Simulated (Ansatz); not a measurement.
H₈O₂Si₃ (`O[SiH](O)[SiH2][SiH3]`), relaxed with RKS PBE-D4/def2-SVP in Ansatz from a rough embedded geometry. The force threshold is 0.03 eV/Å; the program also tests the step.

The species carries charge 0 and has multiplicity 1.

Start:

```xyz
13

O     0.501   -1.361    2.484
Si   -0.164   -0.967    0.977
O    -1.775   -0.612    1.242
Si    0.928    0.727   -0.073
Si   -0.049    0.925   -2.148
H     0.449   -0.605    3.110
H    -0.079   -2.216    0.144
H    -2.276   -1.434    1.531
H     0.761    2.059    0.745
H     2.395    0.544   -0.133
H    -1.476    1.230   -2.046
H     0.178   -0.360   -2.879
H     0.607    2.070   -2.952
```

Q: How much energy does the relaxation release, and in how many steps? (Estimate.)

A: Computed: 0.28 eV, in 17 steps, 1 of them rejected.

Q: Which bonds change most? (Estimate.)

A: Computed: Si2–Si4 from 2.273 to 2.354 Å; Si4–H9 from 1.572 to 1.510 Å; Si4–Si5 from 2.303 to 2.351 Å; Si5–H11 from 1.463 to 1.503 Å.

Q: Give the relaxed structure. (An estimate is asked.)

A: Ansatz gave: 
```xyz
13

O     0.240   -1.094    2.733
Si   -0.018   -1.100    1.070
O    -1.626   -0.832    0.639
Si    1.065    0.644   -0.083
Si   -0.183    1.053   -2.034
H     0.152   -0.219    3.151
H     0.432   -2.474    0.661
H    -2.251   -1.538    0.887
H     1.100    1.889    0.771
H     2.489    0.270   -0.407
H    -1.526    1.614   -1.658
H    -0.384   -0.240   -2.778
H     0.510    2.026   -2.953
```
